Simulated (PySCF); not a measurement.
**How methods differ on the ionisation energy of Ge(21+)**

Ge(21+) [Ne] 3s1 (2S) → Ge(22+) [Ne] (1S), as a difference of total energies. Calculation: PySCF 2.14, in an uncontracted even-tempered set (16 s from 2.1 bohr⁻², ratio 2.5; 10 p from 2.7 bohr⁻², ratio 2.5; 5 d from 10 bohr⁻², ratio 2.7; 4 f from 16 bohr⁻², ratio 2.7); no relativity, point nucleus. Correlated levels: outer shells: 1s2 frozen; virtual orbitals above 40 to 60 times the deepest correlated orbital energy dropped. The calculations carry no spin-orbit coupling.

```csv
method,ionisation energy (eV)
UHF,869.04
MP2 (outer shells),869.66
SCS-MP2 (outer shells),869.55
CCSD (outer shells),869.66
CCSD(T) (outer shells),869.66
```

Question: How much does correlation contribute at CCSD(T) (outer shells)?

Answer: 869.66 − (869.04) = 0.62 eV, measured against UHF.

The gap to the reference is mostly relativistic.

For comparison: 880.44 eV (semi-empirical (NIST evaluation); NIST Atomic Spectra Database, ionization energies).
